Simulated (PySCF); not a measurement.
Compound: C₃H₁₀Si₂.
Numbering: `[CH3:1]/[C:2]([SiH3:3])=[CH:4]\[SiH3:5]` (hydrogens: H6, H7, H8 on C1; H9, H10, H11 on Si3; H12 on C4; H13, H14, H15 on Si5)

Method: PBE0-D3(BJ)/def2-SVP geometry optimisation, gas phase (PySCF); density fitting, grid level 1; the optimiser is geomeTRIC in internal coordinates, started from a GFN2-xTB structure with every atom displaced at random (about 0.01 Å).

Geometry at step 0:
```
atom  x, y, z in Å
C1     -0.4916    1.3479    0.3430
C2     -0.4677   -0.0763   -0.0520
Si3    -2.1598   -0.8882   -0.3804
C4      0.7223   -0.7366   -0.1644
Si5     2.4289   -0.0913    0.1136
H6     -1.1003    1.4995    1.2486
H7     -0.9952    1.9509   -0.4418
H8      0.4981    1.7878    0.4986
H9     -2.8296   -0.1573   -1.4270
H10    -2.9562   -0.8120    0.8563
H11    -1.9548   -2.2871   -0.7467
H12     0.6334   -1.7823   -0.4414
H13     2.7092    1.0234   -0.8102
H14     3.3560   -1.1794   -0.1053
H15     2.5919    0.3836    1.5017
```

Problem. Give the atomic forces at this geometry.

Solution. 
| atom | Fx (eV/Å) | Fy (eV/Å) | Fz (eV/Å) |
| --- | --- | --- | --- |
| C1 | -0.695 | 0.799 | -0.239 |
| C2 | 0.956 | -0.647 | -0.084 |
| Si3 | 1.265 | 0.077 | 0.724 |
| C4 | -1.726 | -0.010 | -0.044 |
| Si5 | -0.406 | 0.437 | 0.178 |
| H6 | 0.058 | 0.043 | 0.130 |
| H7 | 0.098 | -0.023 | 0.131 |
| H8 | 0.206 | 0.038 | 0.118 |
| H9 | -0.570 | 0.496 | -0.781 |
| H10 | -0.325 | 0.034 | 0.326 |
| H11 | 0.017 | -0.602 | -0.214 |
| H12 | 0.141 | -0.513 | -0.177 |
| H13 | 0.207 | 0.325 | -0.227 |
| H14 | 0.667 | -0.655 | -0.196 |
| H15 | 0.107 | 0.199 | 0.357 |

The largest, 1.73 eV/Å, acts on C4; the rms over all components is 0.506 eV/Å. The forces sum to zero within rounding, as they must for an isolated molecule in no field.

Problem. Give the force on C4 in Eh/bohr and in nN.

Solution. 1.727 eV/Å ÷ 51.422 = 0.03358 Eh/bohr, and 1.727 eV/Å × 1.602 = 2.77 nN.

Problem. How far is this geometry from the end of the optimisation?

Solution. 0.156 eV above it, and 0.056 Å rms away after alignment. The bonds farthest from their final lengths, with half the difference of the two atoms' forces along the bond (positive lengthens):

```json
{"bond": "Si3–H9", "now (Å)": "1.442", "final (Å)": "1.497", "force along bond (eV/Å)": "+1.08"}
{"bond": "Si5–H14", "now (Å)": "1.446", "final (Å)": "1.494", "force along bond (eV/Å)": "+0.78"}
{"bond": "C4–Si5", "now (Å)": "1.846", "final (Å)": "1.880", "force along bond (eV/Å)": "+0.70"}
{"bond": "Si3–H11", "now (Å)": "1.461", "final (Å)": "1.493", "force along bond (eV/Å)": "+0.36"}
{"bond": "Si3–H10", "now (Å)": "1.473", "final (Å)": "1.498", "force along bond (eV/Å)": "+0.26"}
{"bond": "C1–C2", "now (Å)": "1.478", "final (Å)": "1.502", "force along bond (eV/Å)": "+0.69"}
```

The angle farthest from its final value is Si3–C2–C4, 123.6° against 119.5°.

Of the 6 listed bonds off by 0.010 Å or more, this force points towards the final length in 6.

The cost below is that of the whole optimisation. Hardware: one thread, Arm Neoverse V1 (aarch64), no GPU, shared host. Cost: 63 s of wall time, 0.51 GiB resident at most.
